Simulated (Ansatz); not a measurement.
`[OH][Hf]([F])([Cl])[SeH]` + HCl → `[OH][Hf]([Cl])([Cl])[SeH]` + H–F  (ligand exchange at the Hf–F bond)

Program: Ansatz. Geometries: PBE0-D4/def2-TZVP. ΔE: electronic, gas phase. CCSD(T)/CBS is the MP2 limit (def2-TZVPP, def2-QZVPP) plus CCSD(T) − MP2 in def2-TZVPP, frozen cores. This one scheme is used for every species. Functionals use def2-TZVPP. Elements past krypton have def2 core potentials. For Hf, Se outer-core shells are correlated without core-valence functions, which leaves a few kJ/mol of doubt a bond. Scalar relativity is left out up to krypton. Each species was taken in one conformer, which may not be the lowest.

| level | ΔE (kJ/mol) |
| --- | --- |
| r2SCAN-D4 | 22.6 |
| PBE0-D4 | 15.5 |
| CCSD/def2-TZVPP | 18.7 |
| HF/def2-QZVPP | 22.1 |

(1) What does CCSD(T)/CBS give? (Best estimate.)

Largest T1 diagnostic among the species: 0.014.

Results:

(1) The calculation gave: +12.8 kJ/mol. The listed levels differ from it by 9.8, 2.7, 5.9, 9.3 kJ/mol.

The D4 term adds −5.7 kJ/mol with B3LYP and −3.2 kJ/mol with PBE0; it sums over pairs of atoms, weighted by their polarisabilities, and B3LYP, whose exchange is more repulsive, gets the larger term. In def2-TZVPP, CCSD(T) changes the Hartree–Fock value by −4.3 kJ/mol (the triples alone add −2.1 kJ/mol) and MP2 by −11.9 kJ/mol.

B3LYP here is the variant with VWN-RPA as its local correlation; programs differ in this.
